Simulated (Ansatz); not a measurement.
Reaction (redistribution): `[CH3][AlH][B](C)F` + `B[CH2][SnH3]` → `BCB(C)F` + `[CH3][AlH][SnH3]`

Program: Ansatz. Geometries: PBE0-D4/def2-TZVP. ΔE: electronic, gas phase. CCSD(T)/CBS is the MP2 limit (def2-TZVPP, def2-QZVPP) plus CCSD(T) − MP2 in def2-TZVPP, frozen cores. Functionals use def2-TZVPP. Elements past krypton have def2 core potentials. For Sn outer-core shells are correlated without core-valence functions, which leaves a few kJ/mol of doubt a bond. One conformer a species, not always the lowest.

`[CH3][AlH][B](C)F`:

Z-matrix (Å, degrees):
```
C
Al 1 1.960
H 1 1.096 2 110.3
H 1 1.092 2 114.1 3 -121.6
H 1 1.096 2 110.3 3 116.8
B 2 2.170 1 123.2 3 123.1
H 2 1.599 1 117.0 3 -58.0
F 6 1.341 2 117.2 1 -88.9
C 6 1.565 2 126.2 1 89.9
H 9 1.094 6 113.6 2 171.9
H 9 1.099 6 108.5 2 -67.8
H 9 1.095 6 111.6 2 47.8
```

`B[CH2][SnH3]`:

```xyz
10

B    -0.477    0.654   -1.269
C    -1.031   -0.226   -0.169
Sn    0.874   -0.316    0.940
H    -0.484    1.848   -1.155
H     0.062    0.168   -2.224
H    -1.246   -1.273   -0.383
H    -1.724    0.200    0.555
H     0.581    0.323    2.493
H     2.115    0.578    0.185
H     1.330   -1.955    1.027
```

`BCB(C)F`:

Cartesian coordinates in Å:
```
B -1.170 0.044 1.421
C -0.878 0.762 0.083
B -0.018 -0.214 -0.804
C 1.520 -0.431 -0.664
F -0.658 -0.894 -1.758
H -2.240 -0.443 1.645
H -0.305 -0.077 2.242
H -0.218 1.617 0.279
H -1.778 1.059 -0.457
H 1.920 -0.100 0.295
H 1.799 -1.474 -0.834
H 2.024 0.151 -1.447
```

`[CH3][AlH][SnH3]`:

Cartesian coordinates in Å:
```
C 0.669 -0.291 -1.891
Al -0.331 0.692 -0.535
Sn -0.429 -0.104 2.004
H -0.005 -0.626 -2.687
H 1.194 -1.165 -1.502
H 1.406 0.364 -2.370
H -1.121 2.011 -0.947
H 0.172 1.081 3.087
H 0.473 -1.527 2.314
H -2.028 -0.435 2.526
```

| level | ΔE (eV) |
| --- | --- |
| r2SCAN-D4 | -1.11 |
| PBE0-D4 | -1.08 |
| r2SCAN | -1.11 |
| MP2/CBS(def2) | -1.03 |

Task: What does CCSD(T)/CBS give? (Best estimate.)

Result: The calculation gave: -1.01 eV. The listed levels differ from it by -0.10, -0.07, -0.10, -0.02 eV.

Largest T1 diagnostic among the species: 0.013.

In def2-TZVPP, CCSD(T) changes the Hartree–Fock value by +0.17 eV (the triples alone add +0.03 eV) and MP2 by +0.15 eV. From PBE to PBE0 (25 % exact exchange), in def2-TZVPP and without D4, ΔE moves by −0.06 eV.
